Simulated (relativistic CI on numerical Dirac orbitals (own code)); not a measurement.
**Ligand-field terms of d5**

Computed with a parametric ligand-field model of a d^n configuration (Racah B and C, spin-orbit zeta, crystal field), exact diagonalisation.

Field parameters in Wybourne normalisation: Td as Oh with Dq negative (B⁴₀ = 21Dq, B⁴₄ = √(5/14) B⁴₀). The field is a parameter set, without covalency.

B = 1050 cm⁻¹, C = 4830 cm⁻¹ (C/B = 4.60), Td, no spin-orbit coupling. Tanabe-Sugano data, E/B above the lowest term (Δ = |10Dq|; b, c mark the second and third term of a kind):

```csv
Δ/B,6A1,4T1,4T2,4T1(b),2T2,2A2
1.0,0.00,32.86,32.98,39.33,47.63,47.70
2.8,0.00,32.05,32.84,40.07,46.50,47.09
4.6,0.00,30.80,32.55,41.19,44.40,46.05
6.4,0.00,29.35,32.08,42.43,41.72,44.76
8.2,0.00,27.78,31.42,43.69,38.73,43.32
10.0,0.00,26.15,30.56,44.90,35.59,41.77
11.8,0.00,24.49,29.51,46.00,32.36,40.17
13.6,0.00,22.80,28.30,46.96,29.06,38.52
15.4,0.00,21.09,26.96,47.77,25.72,36.85
17.2,0.00,19.37,25.53,48.42,22.36,35.15
19.0,0.00,17.63,24.03,48.94,18.96,33.44
20.8,0.00,15.89,22.48,49.34,15.55,31.71
```

The ground term stays 6A1.
